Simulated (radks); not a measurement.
The numbers below are computed, except where a source is named.
Exchange energies: the exact (Fock) value of the Kohn-Sham orbitals and density-functional approximations, as 100 (|E| - |E exact|)/|E exact|, negative where the magnitude is too small. Species: Cs+ [Xe]; Sr [Kr] 5s2; Xe [Xe]. Code: a radial shooting solver on a logarithmic mesh with Libxc functionals. Model: non-relativistic Kohn-Sham, exchange-only LDA, spin-polarised, spherical densities, point nucleus. Every spin shell is full or empty, so the densities are truly spherical. Functionals are evaluated on that one density, not self-consistently.

functional            Cs+        Sr        Xe
exact (hartree)  -183.809  -101.752  -178.876
LDA                 -4.68     -5.41     -4.71
PBE                 -0.43     -0.40     -0.43
PBEsol              -2.20     -2.47     -2.22
PW86                -0.24     +0.02     -0.24
B86b                -0.02     +0.07     -0.02
EV93                -0.38     -0.06     -0.38
APBE                +0.28     +0.42     +0.28
r2SCAN              -0.13     -0.04     -0.13
TASK                -2.19     -2.44     -2.20
